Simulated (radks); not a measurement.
Species: Nd44+. Configuration: [Ne] 3s2 3p4. All-electron calculation, non-relativistic Kohn-Sham, LB94 model potential, spin-polarised, spherical densities, point nucleus; open shells are filled with parallel spins first (spin-orbit coupling, left out, can overturn this in heavy ions); relativity is left out, which matters for an element this heavy. Program: a radial shooting solver on a logarithmic mesh with Libxc functionals.

Radial electron density D(r) = 4 pi r^2 rho(r):

r (bohr),D(r) (e/bohr),spin D(r)
0.001802,5.053,0.000144
0.001999,6.075,0.000214
0.002236,7.388,0.000329
0.002501,8.953,0.000505
0.002775,10.67,0.000750
0.003104,12.83,0.00115
0.003472,15.36,0.00176
0.003852,18.07,0.00260
0.004309,21.40,0.00395
0.004819,25.19,0.00599
0.005348,29.11,0.00879
0.005981,33.77,0.0132
0.00669,38.82,0.0198
0.007423,43.80,0.0287
0.008303,49.36,0.0426
0.009287,54.97,0.0629
0.01031,60.02,0.0896
0.01153,65.07,0.130
0.01289,69.44,0.187
0.01431,72.66,0.260
0.016,74.99,0.367
0.0179,76.00,0.511
0.01986,75.73,0.685
0.02221,74.28,0.926
0.02484,71.98,1.23
0.02757,69.59,1.56
0.03083,67.41,1.98
0.03449,66.39,2.45
0.03827,67.06,2.89
0.0428,69.88,3.32
0.04788,74.73,3.65
0.05312,80.43,3.80
0.05942,86.60,3.70
0.06646,91.15,3.29
0.07375,92.38,2.63
0.08249,89.32,1.71
0.09226,81.43,0.771
0.1024,70.62,0.139
0.1145,57.25,0.0295
0.1281,44.80,0.772
0.1421,36.25,2.29
0.159,31.49,4.62
0.1778,30.86,7.17
0.1973,32.19,9.14
0.2207,33.14,10.3
0.2468,31.56,10.0
0.2739,27.28,8.67
0.3063,20.54,6.49
0.3426,13.39,4.20
0.3802,7.817,2.44
0.4252,3.714,1.15
0.4756,1.464,0.453
0.5278,0.5137,0.159
0.5903,0.1339,0.0415
0.6603,0.02722,0.00846
0.7326,0.004850,0.00151
0.8195,0.0005644,0.000177

D(r) has 3 maxima, at r = 0.0183, 0.0726, 0.221 bohr, and minima at 0.0348, 0.171 bohr, inside which lie 2.02, 10.53 electrons.
